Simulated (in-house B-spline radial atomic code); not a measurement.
P. Computed with a B-spline radial atomic code. Model: all-electron spherical atom, spin shells full or empty, radial basis limit, no spin-orbit coupling: exact exchange with a local potential (Slater, KLI or optimised effective potential, whose far tail is KLI's), no correlation.

Exchange potential has not reached -1/r at the last radius.

The run also made RPA and GW results, which its time includes.

The Slater potential averages the orbital exchange potentials with the orbital densities as weights, KLI adds orbital constants, and the optimised effective potential minimises the exact-exchange energy among local potentials. So their energies lie above Hartree-Fock in the order OEP, KLI, Slater. All fall off as −1/r, unlike LDA and GGA exchange.

Command:
```bash
python run_gw.py task.json out
```
Settings (lengths in bohr, energies in hartree):
```
Z                      15
electrons              15
configuration          [Ne] 3s2 3p3
hamiltonian            nr
method                 kli
lmax                   9
spin_polarised         True
box_radius             40
intervals              74
```

Cost of the run: 3.8 s on 1 thread of Intel(R) Xeon(R) Platinum 8375C CPU @ 2.90GHz (Ice Lake) (shared host).

Given: hamiltonian non-relativistic; mean-field start exchange-only KLI.

Computed: energy above Hartree-Fock 5.5529 millihartree; virial ratio -E/T less 1 0.000425.

```
radius (bohr)  r times exchange potential up (hartree bohr)  r times exchange potential down (hartree bohr)
      0.00333                                     -0.039105                                       -0.039177
       0.0041                                     -0.048097                                       -0.048186
      0.00505                                     -0.059153                                       -0.059263
      0.00621                                      -0.07258                                       -0.072714
      0.00765                                     -0.089112                                       -0.089277
      0.00941                                      -0.10909                                        -0.10929
       0.0116                                      -0.13353                                        -0.13378
       0.0142                                      -0.16184                                        -0.16215
       0.0175                                      -0.19656                                        -0.19693
       0.0216                                      -0.23756                                        -0.23801
       0.0266                                      -0.28409                                        -0.28464
       0.0327                                       -0.3354                                        -0.33605
       0.0402                                      -0.39009                                        -0.39086
       0.0495                                      -0.44534                                        -0.44622
       0.0609                                      -0.49543                                         -0.4964
        0.075                                      -0.53396                                        -0.53494
       0.0922                                      -0.55311                                        -0.55386
        0.114                                             ?                                               ?
         0.14                                      -0.52805                                        -0.52519
        0.172                                      -0.53196                                        -0.52442
        0.212                                      -0.60843                                        -0.59745
         0.26                                      -0.73893                                        -0.72814
         0.32                                       -0.8772                                        -0.86873
        0.394                                      -0.98428                                        -0.98013
        0.485                                       -1.0315                                         -1.0346
        0.597                                      -0.99751                                          -1.013
        0.735                                      -0.87301                                         -0.9095
        0.904                                      -0.71076                                        -0.74422
         1.11                                      -0.74488                                        -0.63431
         1.37                                             ?                                               ?
         1.69                                       -1.1556                                        -0.84119
         2.07                                       -1.2787                                        -0.92004
         2.55                                       -1.3286                                        -0.96647
         3.14                                       -1.3083                                        -0.98875
         3.87                                       -1.2459                                        -0.99717
         4.76                                       -1.1748                                        -0.99949
         5.85                                       -1.1152                                        -0.99994
```

(1) What belongs in the row 0.114?

(2) What belongs in the row 1.37?

| occupied | level (hartree) | Hartree-Fock level (hartree) |
| --- | --- | --- |
| 1s up | -76.527 | -79.98 |
| 1s down | -76.525 | -79.959 |
| 2s up | -6.6109 | -7.5218 |
| 2s down | -6.6142 | -7.4997 |
| 2p up | -4.8196 | -5.4215 |
| 2p down | ? | ? |
| 3s up | -0.69856 | -0.83622 |
| 3s down | ? | ? |
| 3p up | -0.39048 | -0.39211 |

(3) What belongs in the row 2p down?

(4) What belongs in the row 3s down?

| empty | level (hartree) |
| --- | --- |
| 3p down | -0.25974 |
| 4s up | -0.1414 |
| 4s down | -0.11264 |
| 4p up | ? |
| 3d up | -0.08402 |
| 4p down | -0.076129 |
| 5s up | -0.058266 |
| 3d down | -0.057787 |

(5) What belongs in the row 4p up?

Answers

(1) r times exchange potential up (hartree bohr): -0.54811; r times exchange potential down (hartree bohr): -0.5479.

(2) r times exchange potential up (hartree bohr): -0.96218; r times exchange potential down (hartree bohr): -0.71761.

(3) level (hartree): -4.8142; Hartree-Fock level (hartree): -5.3798.

(4) level (hartree): -0.5554; Hartree-Fock level (hartree): -0.55616.

(5) level (hartree): -0.092802.

The highest level, 3p up, differs from Hartree-Fock by +0.044 eV and the deepest, 1s up, by +94 eV: a local potential can match the highest level but can't give each shell its own exchange.
